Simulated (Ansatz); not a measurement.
Zn₃Se₃⁺, relaxed as a doublet with UKS PBE-D4/def2-SVP in Ansatz, starting from the GFN1-xTB geometry. Force threshold 0.02 eV/Å.

The relaxation made no stability test and no search for a lower SCF solution. Another isomer (doublet) lies 0.24 eV lower at PBE0-D4/def2-SVP; other spin states weren't run for this one.

Start:

```xyz
6

Zn   -0.7332    0.7075   -0.5418
Zn    1.3077   -0.1530    0.5845
Zn   -2.5417   -1.4517    2.9345
Se   -0.9666   -0.5370    1.5138
Se    2.4189    0.3209   -1.8592
Se    0.5148    1.1133   -2.6318
```

```csv
step,energy (eV),largest force component (eV/Å),SCF passes
1,-341208.5009,1.392,26
2,-341208.7751,1.188,52
3,-341209.0118,0.534,38
4,-341209.0157,0.778,28
5,-341209.0972,0.111,27
6,-341209.1336,0.174,29
7,-341209.1708,0.149,29
8,-341209.2076,0.221,30
9,-341209.2401,0.253,30
10,-341209.2892,0.213,34
11,-341209.3215,0.060,33
12,-341209.3221,0.244,33
13,-341209.3318,0.200,28
14,-341209.3373,0.141,29
15 (rejected),-341209.3300,0.213,26
16,-341209.3445,0.057,23
17,-341209.3450,0.004,24
```

Force components are those of the run's own axes.

End:

| atom | x (Å) | y (Å) | z (Å) |
| --- | --- | --- | --- |
| Zn1 | -0.8067 | 1.1388 | -0.3257 |
| Zn2 | 1.3061 | -0.4037 | 0.6189 |
| Zn3 | -2.0500 | -1.6026 | 1.5534 |
| Se4 | -0.5357 | 0.3962 | 1.9626 |
| Se5 | 2.1649 | 0.1428 | -1.4512 |
| Se6 | -0.0786 | 0.3284 | -2.3580 |

By distances, no bond broke or formed. The bond that changes most is Zn2–Se5, from 2.73 to 2.31 Å (atoms count from 1).

No frequencies were taken in this run, so the end may be a saddle point.

Run time 2.5 min (4 threads of Arm Neoverse N1 on a shared host).
